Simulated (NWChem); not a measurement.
System: AlGeH5; SMILES [AlH2][GeH3]

The following NWChem deck was run.

```
start job
memory heap 200 mb stack 900 mb global 1100 mb
geometry units angstroms noautoz
  Al    -0.033350    -1.710496    -0.000630
  Ge    -0.080524     0.779466    -0.008763
  H     -1.502907     1.390033    -0.106439
  H      0.559370     1.368676     1.279128
  H      0.736292     1.375237    -1.188242
  H      1.363894    -2.473157    -0.000845
  H     -1.376828    -2.563543     0.009860
end
basis spherical
  * library sto-3g
end
dft
  xc xtpss03 ctpss03
  iterations 150
  mulliken
end
task dft energy
```

Output (shortened):

```
             Northwest Computational Chemistry Package (NWChem) 7.3.0
             --------------------------------------------------------

 C1  symmetry detected

                             Geometry "geometry" -> ""
                             -------------------------

 Output coordinates in angstroms (scale by  1.889725989 to convert to a.u.)

  No.       Tag          Charge          X              Y              Z
 ---- ---------------- ---------- -------------- -------------- --------------
    1 Al                  13.0000    -0.00188668    -1.74685676    -0.00059171
    2 Ge                  32.0000    -0.00180295     0.74356534    -0.00037413
    3 H                    1.0000    -1.41195418     1.38133779    -0.10149726
    4 H                    1.0000     0.64404401     1.31620500     1.29201184
    5 H                    1.0000     0.83082799     1.32768044    -1.17461323
    6 H                    1.0000     1.38063378    -2.53588970     0.00202251
    7 H                    1.0000    -1.36133028    -2.57428653     0.00174061

 Effective nuclear repulsion energy (a.u.)     146.8596825704

                                 NWChem DFT Module
                                 -----------------

 Summary of "ao basis" -> "ao basis" (spherical)
 ------------------------------------------------------------------------------
       Tag                 Description            Shells   Functions and Types
 ---------------- ------------------------------  ------  ---------------------
 Al                          sto-3g                  5        9   3s2p
 Ge                          sto-3g                  8       18   4s3p1d
 H                           sto-3g                  1        1   1s

            General Information
            -------------------
          SCF calculation type: DFT
          Wavefunction type:  closed shell.
          No. of atoms     :     7
          No. of electrons :    50
           Alpha electrons :    25
            Beta electrons :    25
          Charge           :     0
          Spin multiplicity:     1
          Use of symmetry is: off; symmetry adaption is: off
          Maximum number of iterations: 150
          AO basis - number of functions:    32
                     number of shells:    18
          Convergence on energy requested:  1.00D-06
          Convergence on density requested:  1.00D-05
          Convergence on gradient requested:  5.00D-04

              XC Information
              --------------
                  TPSS metaGGA Exchange Functional  1.000
             TPSS03 metaGGA Correlation Functional  1.000

             Grid Information
             ----------------
          Grid used for XC integration:  medium
          Radial quadrature: Mura-Knowles
          Angular quadrature: Lebedev.
          Tag              B.-S. Rad. Rad. Pts. Rad. Cut. Ang. Pts.
          ---              ---------- --------- --------- ---------
          Al                  1.25       88           9.0       590
          Ge                  1.25      112          10.0       590
          H                   0.35       45          11.0       434
          Grid pruning is: on
          Number of quadrature shells:   425
          Spatial weights used:  Erf1

      Superposition of Atomic Density Guess
      -------------------------------------

 Sum of atomic energies:       -2292.81995993

      Non-variational initial energy
      ------------------------------

 Total energy =   -2292.373101
 1-e energy   =   -3519.069971
 2-e energy   =    1079.837188
 HOMO         =      -0.093500
 LUMO         =       0.325672

     ---------------------------------------------
      Total Density - Mulliken Population Analysis
     ---------------------------------------------

    Atom       Charge   Shell Charges
 -----------   ------   -------------------------------------------------------
    1 Al  13    11.99   2.00  1.99  5.78  1.20  1.03
    2 Ge  32    31.79   2.00  2.00  6.00  2.00  5.94  1.42  2.47  9.97
    3 H    1     1.16   1.16
    4 H    1     1.16   1.16
    5 H    1     1.16   1.16
    6 H    1     1.36   1.36
    7 H    1     1.36   1.36

   convergence    iter        energy       DeltaE   RMS-Dens  Diis-err
 ---------------- ----- ----------------- --------- --------- ---------
 d= 0,ls=0.0,diis     1  -2295.4740632353 -2.44D+03  1.10D-01  2.33D-01
 d= 0,ls=0.5,diis     2  -2292.6337976431  2.84D+00  1.83D-02  1.94D+01
 d= 0,ls=0.5,diis     3  -2293.5267254007 -8.93D-01  1.72D-02  1.46D+01
 d= 0,ls=0.5,diis     4  -2294.2738866917 -7.47D-01  1.26D-02  1.00D+01
 d= 0,ls=0.5,diis     5  -2294.7088343007 -4.35D-01  1.07D-02  6.69D+00
 d= 0,ls=0.5,diis     6  -2295.0061582339 -2.97D-01  1.86D-02  4.15D+00
 d= 0,ls=0.5,diis     7  -2295.3643846902 -3.58D-01  1.63D-02  1.04D+00
 d= 0,ls=0.5,diis     8  -2295.5043415728 -1.40D-01  7.67D-03  1.24D-01
  Resetting Diis
 d= 0,ls=0.5,diis     9  -2295.5293596968 -2.50D-02  5.38D-03  3.17D-02
 d= 0,ls=0.5,diis    10  -2295.5386633276 -9.30D-03  4.56D-03  8.11D-03
 d= 0,ls=0.5,diis    11  -2295.5424321503 -3.77D-03  2.64D-03  3.12D-03
 d= 0,ls=0.5,diis    12  -2295.5438464087 -1.41D-03  1.87D-03  1.10D-03
 d= 0,ls=0.5,diis    13  -2295.5444445262 -5.98D-04  1.24D-03  6.66D-04
 d= 0,ls=0.5,diis    14  -2295.5447564243 -3.12D-04  8.87D-04  5.00D-04
 d= 0,ls=0.5,diis    15  -2295.5449488300 -1.92D-04  6.66D-04  3.28D-04
 d= 0,ls=0.5,diis    16  -2295.5450642753 -1.15D-04  5.08D-04  2.14D-04
 d= 0,ls=0.5,diis    17  -2295.5451360586 -7.18D-05  3.92D-04  1.31D-04
 d= 0,ls=0.5,diis    18  -2295.5451800289 -4.40D-05  3.02D-04  7.64D-05
 d= 0,ls=0.5,diis    19  -2295.5452060344 -2.60D-05  2.32D-04  4.46D-05
 d= 0,ls=0.5,diis    20  -2295.5452213717 -1.53D-05  1.79D-04  2.62D-05
 d= 0,ls=0.5,diis    21  -2295.5452304451 -9.07D-06  1.38D-04  1.54D-05
 d= 0,ls=0.5,diis    22  -2295.5452358408 -5.40D-06  1.06D-04  8.97D-06
 d= 0,ls=0.5,diis    23  -2295.5452390232 -3.18D-06  8.13D-05  5.22D-06
 d= 0,ls=0.5,diis    24  -2295.5452408851 -1.86D-06  6.27D-05  3.10D-06
 d= 0,ls=0.5,diis    25  -2295.5452419917 -1.11D-06  4.82D-05  1.83D-06
 d= 0,ls=0.5,diis    26  -2295.5452426468 -6.55D-07  3.71D-05  1.07D-06
 d= 0,ls=0.5,diis    27  -2295.5452430344 -3.88D-07  2.86D-05  6.31D-07
 d= 0,ls=0.5,diis    28  -2295.5452432633 -2.29D-07  2.20D-05  3.72D-07
 d= 0,ls=0.5,diis    29  -2295.5452433986 -1.35D-07  1.69D-05  2.19D-07
 d= 0,ls=0.5,diis    30  -2295.5452434786 -8.00D-08  1.30D-05  1.29D-07
 d= 0,ls=0.5,diis    31  -2295.5452435259 -4.73D-08  1.00D-05  7.62D-08
 d= 0,ls=0.5,diis    32  -2295.5452435539 -2.80D-08  7.72D-06  4.50D-08

         Total DFT energy =    -2295.545243570490
      One electron energy =    -3509.199606950576
           Coulomb energy =     1167.044070137928
    Exchange-Corr. energy =     -100.249389328253
 Nuclear repulsion energy =      146.859682570411

 Numeric. integr. density =       49.999974488053

                       DFT Final Molecular Orbital Analysis
                       ------------------------------------

 Vector   23  Occ=2.000000D+00  E=-5.465458D-02
              MO Center=  5.5D-03,  7.4D-01,  1.4D-03, r^2= 2.1D-01
   Bfn.  Coefficient  Atom+Function         Bfn.  Coefficient  Atom+Function
  ----- ------------  ---------------      ----- ------------  ---------------
    27      0.663561  2 Ge d  2              23     -0.549957  2 Ge d -2
    25      0.314832  2 Ge d  0              24     -0.253362  2 Ge d -1
    26     -0.219497  2 Ge d  1              21     -0.178022  2 Ge py
    20      0.137768  2 Ge px                17      0.052771  2 Ge py
    31     -0.045119  6 H  s                 16     -0.041537  2 Ge px

 Vector   24  Occ=2.000000D+00  E=-5.410888D-02
              MO Center= -1.0D-03,  7.4D-01, -1.7D-03, r^2= 1.5D-01
   Bfn.  Coefficient  Atom+Function         Bfn.  Coefficient  Atom+Function
  ----- ------------  ---------------      ----- ------------  ---------------
    24      0.706566  2 Ge d -1              26      0.602619  2 Ge d  1
    23     -0.293584  2 Ge d -2              27      0.211276  2 Ge d  2
    20      0.057962  2 Ge px                21     -0.043562  2 Ge py
     9     -0.039091  1 Al pz

 Vector   25  Occ=2.000000D+00  E=-5.332904D-02
              MO Center= -6.9D-03,  7.4D-01, -4.7D-04, r^2= 1.9D-01
   Bfn.  Coefficient  Atom+Function         Bfn.  Coefficient  Atom+Function
  ----- ------------  ---------------      ----- ------------  ---------------
    23      0.744569  2 Ge d -2              27      0.638820  2 Ge d  2
    21     -0.129477  2 Ge py                20     -0.106650  2 Ge px
    24      0.095490  2 Ge d -1              32     -0.041775  7 H  s
    17      0.038429  2 Ge py                25      0.034628  2 Ge d  0
    16      0.032483  2 Ge px                26      0.029422  2 Ge d  1

 Vector   26  Occ=0.000000D+00  E= 9.512535D-02
              MO Center=  2.4D-02, -1.5D+00,  4.0D-03, r^2= 2.0D+00
   Bfn.  Coefficient  Atom+Function         Bfn.  Coefficient  Atom+Function
  ----- ------------  ---------------      ----- ------------  ---------------
     9      0.999863  1 Al pz                 5     -0.406326  1 Al pz
    29     -0.189937  4 H  s                 30      0.173013  5 H  s
    22      0.144307  2 Ge pz                24      0.129067  2 Ge d -1
    26     -0.087364  2 Ge d  1              18     -0.032005  2 Ge pz

 Vector   27  Occ=0.000000D+00  E= 1.796999D-01
              MO Center= -2.4D-02, -1.2D+00, -5.7D-03, r^2= 3.1D+00
   Bfn.  Coefficient  Atom+Function         Bfn.  Coefficient  Atom+Function
  ----- ------------  ---------------      ----- ------------  ---------------
     6      1.027040  1 Al s                 19     -0.625802  2 Ge s
    21      0.504795  2 Ge py                31     -0.502451  6 H  s
    32     -0.504523  7 H  s                  8      0.294765  1 Al py
     2     -0.276900  1 Al s                 28      0.211936  3 H  s
    30      0.181869  5 H  s                 29      0.173964  4 H  s

 Vector   28  Occ=0.000000D+00  E= 2.751497D-01
              MO Center= -1.9D-01,  5.1D-01, -3.8D-02, r^2= 3.1D+00
   Bfn.  Coefficient  Atom+Function         Bfn.  Coefficient  Atom+Function
  ----- ------------  ---------------      ----- ------------  ---------------
    20      0.989278  2 Ge px                28      0.770990  3 H  s
    30     -0.433946  5 H  s                  7      0.370346  1 Al px
    29     -0.335477  4 H  s                 32      0.277381  7 H  s
    16     -0.235450  2 Ge px                31     -0.224687  6 H  s
    23      0.143484  2 Ge d -2               3     -0.130586  1 Al px

     ---------------------------------------------
      Total Density - Mulliken Population Analysis
     ---------------------------------------------

    Atom       Charge   Shell Charges
 -----------   ------   -------------------------------------------------------
    1 Al  13    12.29   2.00  1.98  5.77  1.16  1.38
    2 Ge  32    31.95   2.00  2.00  6.00  2.00  5.93  1.40  2.85  9.77
    3 H    1     1.09   1.09
    4 H    1     1.10   1.10
    5 H    1     1.10   1.10
    6 H    1     1.24   1.24
    7 H    1     1.23   1.23

     -------------------------------------------
      Total Density - Lowdin Population Analysis
     -------------------------------------------

    Atom       Charge   Shell Charges
 -----------   ------   -------------------------------------------------------
    1 Al  13    12.35   2.00  1.97  5.68  1.13  1.57
    2 Ge  32    31.90   2.00  2.00  6.00  2.00  5.90  1.28  2.94  9.78
    3 H    1     1.10   1.10
    4 H    1     1.10   1.10
    5 H    1     1.10   1.10
    6 H    1     1.22   1.22
    7 H    1     1.22   1.22

     Multipole analysis of the density
     ---------------------------------

     L   x y z        total         alpha         beta         nuclear
     -   - - -        -----         -----         ----         -------
     0   0 0 0     -0.000000    -25.000000    -25.000000     50.000000

     1   1 0 0     -0.013375     -0.006687     -0.006687      0.000000
     1   0 1 0     -0.340034     -0.170017     -0.170017     -0.000000
     1   0 0 1     -0.003120     -0.001560     -0.001560     -0.000000

     2   2 0 0    -24.368117    -24.429600    -24.429600     24.491082
     2   1 1 0      0.028396      0.007686      0.007686      0.013023
     2   1 0 1     -0.000686     -0.000306     -0.000306     -0.000074
     2   0 2 0    -24.516945   -147.642850   -147.642850    270.768756
     2   0 1 1      0.014801      0.014963      0.014963     -0.015124
     2   0 0 2    -20.204991    -15.565025    -15.565025     10.925059
```

Level: TPSS/STO-3G. The geometry was optimised at B3LYP/6-31G* (spherical d).
